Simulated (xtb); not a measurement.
Se(SMe)(SiH3) (CH6SSeSi), SMILES CS[Se][SiH3]. All values are semi-empirical tight-binding results from xtb (GFN2-xTB unless named), good for trends rather than for accurate numbers. Geometry optimised at GFN2-xTB. The structure was generated by enumeration, and PubChem lists no compound with its InChIKey, so it may never have been made. The values are those of a single conformer.

- orbital gap: 3.11 eV
- zero-point energy: 39.1 kcal/mol
- G − E(el) at 298.15 K (modified RRHO): 17.8 kcal/mol
- static polarisability (D4 model): 90.2 bohr³
- solvation energy, GFN2-xTB/ALPB(water): -1.3 kcal/mol
- solvation energy, GFN2-xTB/ALPB(thf): -5.4 kcal/mol
